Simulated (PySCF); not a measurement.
## NMR data sheet: C$_{6}$H$_{6}$N$_{2}$O

| Property | Result |
| --- | --- |
| Formula | C6H6N2O |
| SMILES | C=C/C=C(/C#N)NC=O |
| InChI | InChI=1S/C6H6N2O/c1-2-3-6(4-7)8-5-9/h2-3,5H,1H2,(H,8,9)/b6-3- |
| Point group of the computed structure | Cs |
| Degrees of unsaturation | 5 |
| Carbon signals | 6 |
| Proton signals | 6 |

Molfile (atoms numbered from 1):
```
C6H6N2O
     RDKit          3D

 15 14  0  0  0  0  0  0  0  0999 V2000
    2.8870   -0.2887    0.7860 C   0  0  0  0  0  0  0  0  0  0  0  0
    1.6104   -0.4701    0.4473 C   0  0  0  0  0  0  0  0  0  0  0  0
    0.7183    0.6211    0.1714 C   0  0  0  0  0  0  0  0  0  0  0  0
   -0.5875    0.5288   -0.1770 C   0  0  0  0  0  0  0  0  0  0  0  0
   -1.2905    1.7399   -0.4065 C   0  0  0  0  0  0  0  0  0  0  0  0
   -1.7297    2.7876   -0.5595 N   0  0  0  0  0  0  0  0  0  0  0  0
   -1.2750   -0.6727   -0.3228 N   0  0  0  0  0  0  0  0  0  0  0  0
   -2.5876   -0.7684   -0.6722 C   0  0  0  0  0  0  0  0  0  0  0  0
   -3.3166    0.1559   -0.8976 O   0  0  0  0  0  0  0  0  0  0  0  0
    3.3105    0.6980    0.8680 H   0  0  0  0  0  0  0  0  0  0  0  0
    3.5437   -1.1160    0.9899 H   0  0  0  0  0  0  0  0  0  0  0  0
    1.2260   -1.4801    0.3766 H   0  0  0  0  0  0  0  0  0  0  0  0
    1.1386    1.6137    0.2515 H   0  0  0  0  0  0  0  0  0  0  0  0
   -0.7457   -1.5153   -0.1533 H   0  0  0  0  0  0  0  0  0  0  0  0
   -2.9065   -1.8258   -0.7239 H   0  0  0  0  0  0  0  0  0  0  0  0
  1  2  2  0
  2  3  1  0
  3  4  2  0
  4  5  1  0
  5  6  3  0
  4  7  1  0
  7  8  1  0
  8  9  2  0
  1 10  1  0
  1 11  1  0
  2 12  1  0
  3 13  1  0
  7 14  1  0
  8 15  1  0
M  END
```

Non-relativistic, isolated molecule, a single conformation. σ from GIAO-PBE0/pcSseg-1; geometry from GFN2-xTB; PySCF.

Shifts are taken against calculated references (same method and geometry level): ¹H and ¹³C vs TMS; ¹⁵N against NH3; ¹⁷O against H2O.

| carbon | δC, type | δH (multiplicity) | HMBC from (2–3 bonds) | span of the C tensor (ppm) |
| --- | --- | --- | --- | --- |
| C1 | 129.6, CH2 | H10 5.81 (m); H11 5.70 (m) | H12, H13 | 210 |
| C2 | 134.3, CH | 6.54 (m) | H13, H10, H11 | 235 |
| C3 | 131.4, CH | 6.24 (d) | H12, H10, H11 | 182 |
| C4 | 113.8, C | – | H15, H12, H13 | 171 |
| C5 | 120.4, C | – | H13 | 349 |
| C8 | 156.1, CH | 8.19 (d) | – | 165 |

Other nuclei:
```
atoms  nucleus                         environment  δ (ppm)  σ (ppm)
  H14       ¹H  hydrogen on an amide-type nitrogen     6.37    25.35
   N6      ¹⁵N                    nitrile nitrogen    333.8    -66.1
   N7      ¹⁵N                 amide-type nitrogen    155.5    112.3
   O9      ¹⁷O          amide-type carbonyl oxygen    464.9   -128.8
```

1. Carbon types of the structure: 2 × C, 3 × CH, 1 × CH2, leaving 1 H on heteroatoms.
2. δC 156.1: amide carbonyl carbon; lone-pair donation from the attached heteroatom keeps it upfield of a ketone carbonyl.
3. δC 134.3: alkene CH; an sp2 carbon of a C=C bond.
4. δC 129.6: terminal =CH2 carbon; as expected for a trigonal carbon in a double bond.
5. δC 120.4: nitrile carbon; C≡N carbons fall here, among the sp2 signals but without a proton.
6. δC 113.8: alkene carbon bearing nitrogen; as expected for a trigonal carbon in a double bond.

OH and NH positions are those of a molecule without intermolecular hydrogen bonds; in solution they move with solvent, concentration and temperature, and exchange usually removes their couplings. Amide-type NH protons are broadened by 14N but still split neighbouring CH signals. Shifts are as computed. Against solution values, carbons near 30 ppm lie about +3 ppm off and those near 130 ppm about +5 ppm. Of 1211 compounds with measured shifts, 218 miss one by over three times the rms of a fit or turn the order of signals round; such compounds aren't used in these exercises. Hydrogen bonding in solution shields acid and N–H amide carbonyl oxygens by tens of ppm. The C=O carbon of an acid or of an amide with N–H lies up to 10 ppm further downfield in solution, through hydrogen bonding that the calculation lacks. Unscaled 17O shifts of doubly bonded oxygen tend to come out too high, by tens of ppm or more. Experimental scales use liquid or dissolved standards, which lie at an offset from isolated NH3 (liquid NH3: subtract about 20 ppm) and H2O (liquid H2O: subtract about 36 ppm). Unscaled 15N shifts of sp2 nitrogen come out 20 to 40 ppm too high even then. No couplings were computed; multiplicities are counted from neighbouring protons, with m where these are inequivalent, close in shift, in a saturated or five-membered ring or joined by F or P, and br s for small geminal =CH2 splittings.
